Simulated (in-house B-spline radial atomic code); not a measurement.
Si²⁺. Computed with a B-spline radial atomic code. Model: non-relativistic spherical atom: semilocal Troullier-Martins pseudo-atom, one channel per l, against all electrons, high spin, G0W0 and RPA with empty states to l = 8, local potential for every l without a channel, a model core (radius 0 = none) keeps its share of the functional.

What the tables leave out is listed at the end.

The pseudopotential gives back the lowest level of each angular momentum of its own functional in the configuration it was made in; a second state of the same l is only approximately right. Exact exchange, RPA and GW see the smooth pseudo-orbitals and miss the exchange with the core, for which the functional's share stands in. The column with an uncorrelated core keeps all orbitals and exact exchange, and so separates missing core correlation from pseudisation. Only the three outermost levels and the lowest empty one were computed. RPA here is direct RPA, with no exchange kernel, and its energies carry an (l + 1/2)⁻⁴ tail. A hybrid on a potential with a model core restores only its own semilocal share of the core's exchange.

Command:
```bash
python run_psgw.py task.json out
```
Settings (lengths in bohr, energies in hartree):
```
Z                      14
electrons              12
configuration          [Ne] 3s2
generated_in           [Ne] 3s2 3p2
functional             pbe,pbe
core_shells            2
radius_factor          1
core_correction        True
ion_configuration      [Ne] 3s1
```

Cost of the run: 13 s on 1 thread of Intel(R) Xeon(R) 6975P-C (Granite Rapids) (shared host).

Given: made with PBE; model core radius 0.166 bohr; local radius 0.763 bohr; mean-field start PBE.

Valence shells of the generating configuration: 2p, 3s, 3p.

Channel: s 1.793, p 0.581 (radii in bohr).

Computed: largest level miss in the spin-unpolarised generating configuration 0.028 eV; valence RPA correlation energy all-electron orbitals -0.45509 hartree; valence RPA correlation energy pseudo -0.5505 hartree; all-electron RPA polarisability, core included 8.9757 bohr³; pseudo-atom RPA polarisability 9.0036 bohr³; ionisation by mean-field pseudo minus all -0.074 eV; ionisation by RPA pseudo minus all 0.424 eV.

```csv
level,occupied,mean-field all-electron (eV),mean-field pseudo minus all (eV),G0W0 all-electron (eV),G0W0 uncorrelated core minus all (eV),G0W0 pseudo minus all (eV),exchange self-energy all-electron (eV),exchange self-energy pseudo (eV)
3s,1,-28.478,0.058,-33.755,-0.042,-0.397,-15.194,-14.099
3p (empty),0,-20.516,0.081,-16.776,0.022,0.254,-4.4966,-3.8592
```

**Question.** What is the ionisation by RPA all-electron?

**Answer.** 33.927 eV.

**Question.** What is the ionisation by mean-field all-electron?

**Answer.** 33.383 eV.

Given: mean-field start PBE0.

Computed: valence RPA correlation energy all-electron orbitals -0.43153 hartree; valence RPA correlation energy pseudo -0.52703 hartree; all-electron RPA polarisability, core included 8.034 bohr³; ionisation by mean-field pseudo minus all 0.056 eV; ionisation by RPA all-electron 33.716 eV; ionisation by RPA pseudo minus all 0.376 eV.

| level | occupied | mean-field all-electron (eV) | mean-field pseudo minus all (eV) | G0W0 all-electron (eV) | G0W0 uncorrelated core minus all (eV) | G0W0 pseudo minus all (eV) | exchange self-energy all-electron (eV) | exchange self-energy pseudo (eV) |
| --- | --- | --- | --- | --- | --- | --- | --- | --- |
| 3s | 1 | -29.632 | -0.047 | -33.705 | -0.038 | -0.371 | -15.055 | -14.188 |
| 3p (empty) | 0 | -19.399 | 0.208 | -16.695 | 0.02 | 0.317 | -4.2854 | -3.7008 |

**Question.** What is the pseudo-atom RPA polarisability?

**Answer.** 7.901 bohr³.

**Question.** What is the ionisation by mean-field all-electron?

**Answer.** 33.245 eV.

Among the listed levels the largest G0W0 shift of the pseudo-atom is -0.40 eV, for 3s on the PBE start, while leaving the core uncorrelated moves that level by -0.04 eV. So pseudisation and the lost core exchange, not the missing core correlation, make the error. Not in the tables (levels of low weight, unsolved or above zero; the highest and the empty levels are kept at any weight): on PBE the G0W0 levels 2p (pseudo minus all +3.16 eV, weights 0.80 and 0.66); on PBE0 the G0W0 levels 2p (pseudo minus all +4.82 eV, weights 0.74 and 0.84); no Hartree-Fock pseudo-atom is run with a model core.
